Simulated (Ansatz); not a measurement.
```yaml
crystal:
  periodic: [false, false, false]
  atoms:
    - {symbol: C, position_ang: [-2.136296, 0.074840, -0.338871]}
    - {symbol: C, position_ang: [-0.650056, -0.019317, 0.454977]}
    - {symbol: O, position_ang: [0.522250, 0.151899, -0.607288]}
    - {symbol: Si, position_ang: [2.283687, -0.136872, -0.249790]}
    - {symbol: Cl, position_ang: [3.060568, 1.336646, 1.343365]}
    - {symbol: H, position_ang: [-2.236675, -0.811594, -1.174882]}
    - {symbol: H, position_ang: [-3.051985, -0.042641, 0.464117]}
    - {symbol: H, position_ang: [-2.251769, 1.152749, -0.903926]}
    - {symbol: H, position_ang: [-0.535770, -1.100737, 1.028734]}
    - {symbol: H, position_ang: [-0.556272, 0.862083, 1.303663]}
    - {symbol: H, position_ang: [2.530351, -1.655866, 0.374334]}
    - {symbol: H, position_ang: [3.108208, 0.127098, -1.656244]}
basis:
  gaussian: {orbitals: def2-TZVPP}
magnetization: {spin_polarized: true, initial_magnetization: 2}
hamiltonian: {xc: {name: r2SCAN}, dispersion: d4}
output: {forces: true}
```

```sh
$ ansatz run in.yaml --threads 4 --pin off --events-out ev --progress --plain --max-ram 10444MiB
```

Shortened log:

```
Functional definition: r2SCAN
1506 factors; their error is unknown
mean field evaluation 1: about -24609.6714 eV, gradient 5.7e1 eV
mean field evaluation 2: about -24302.4488 eV, gradient 2.0e2 eV
mean field evaluation 4: about -24616.3090 eV, gradient 4.8e1 eV
mean field evaluation 8: about -24626.7770 eV, gradient 1.3e1 eV
mean field evaluation 16: about -24627.9686 eV, gradient 2.7e0 eV
mean field evaluation 32: about -24627.9654 eV, gradient 1.1e-5 eV
mean field -24627.96544074 eV, -905.0610365127 hartree, gradient 1.1e-5 eV, S^2 2.011524; 10 other end points of the search recorded, 0 dependent functions left out
reference -24627.96545842 eV, -905.0610371623 hartree; 30, 28 occupied and 245, 247 virtual orbitals, 1506 factors
Total energy: -24628.02884449 eV, -905.0633665574 hartree
Atom 0 at    -2.136296     0.074840    -0.338871 Å, force     0.145311     0.059033    -0.252058 eV/Å
Atom 1 at    -0.650056    -0.019317     0.454977 Å, force    -0.627216     0.052301     0.151909 eV/Å
Atom 2 at     0.522250     0.151899    -0.607288 Å, force    -2.207864    -1.299120     1.623831 eV/Å
Atom 3 at     2.283687    -0.136872    -0.249790 Å, force    -0.711578     0.477979    -0.501039 eV/Å
Atom 4 at     3.060568     1.336646     1.343365 Å, force     0.957093     0.779345     1.087314 eV/Å
Atom 5 at    -2.236675    -0.811594    -1.174882 Å, force     0.351819     2.257516     2.187788 eV/Å
Atom 6 at    -3.051985    -0.042641     0.464117 Å, force     2.404078     0.286074    -1.914724 eV/Å
Atom 7 at    -2.251769     1.152749    -0.903926 Å, force     0.380784    -2.762445     1.496611 eV/Å
Atom 8 at    -0.535770    -1.100737     1.028734 Å, force    -0.062158     2.701314    -1.585078 eV/Å
Atom 9 at    -0.556272     0.862083     1.303663 Å, force    -0.030522    -2.142263    -2.269936 eV/Å
Atom 10 at     2.530351    -1.655866     0.374334 Å, force    -0.047274     0.418196    -0.924819 eV/Å
Atom 11 at     3.108208     0.127098    -1.656244 Å, force    -0.552474    -0.827931     0.900201 eV/Å
Dipole moment:    -0.721621    -0.275587     0.004801 e Å
```

Hardware: 4 threads of an Arm Neoverse N1 on a shared host. Wall time 80 s, peak host memory 1.1 GiB.
